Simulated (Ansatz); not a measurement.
All numbers were calculated with Ansatz.

Basis-set series for `CC([SiH3])=C=N`. The species carries charge 0 and has multiplicity 1. The structure was optimised at the PBE0-D4/def2-TZVP level. It is one conformer, not always the lowest.

| functional | basis | functions | energy (Eh) | HOMO (eV) | LUMO (eV) |
| --- | --- | --- | --- | --- | --- |
| PBE0-D4 | def2-TZVPP | 264 | -462.47864 | -6.71 | -0.23 |
| PBE0-D4 | def2-QZVPP | 508 | -462.49803 | -6.73 | -0.31 |
| ωB97M-V | def2-TZVPP | 264 | -462.70068 | -8.85 | 1.74 |
| ωB97M-V | def2-QZVPP | 508 | -462.71872 | -8.87 | 1.36 |

(1) Give the rows for def2-SVP. (Best estimate.)

Results:

(1) The calculation gave: 
```tsv
functional	basis	functions	energy (Eh)	HOMO (eV)	LUMO (eV)
PBE0-D4	def2-SVP	109	-462.18429	-6.58	-0.02
ωB97M-V	def2-SVP	109	-462.39586	-8.69	2.17
```

Positive LUMOs are unbound and depend on the basis.
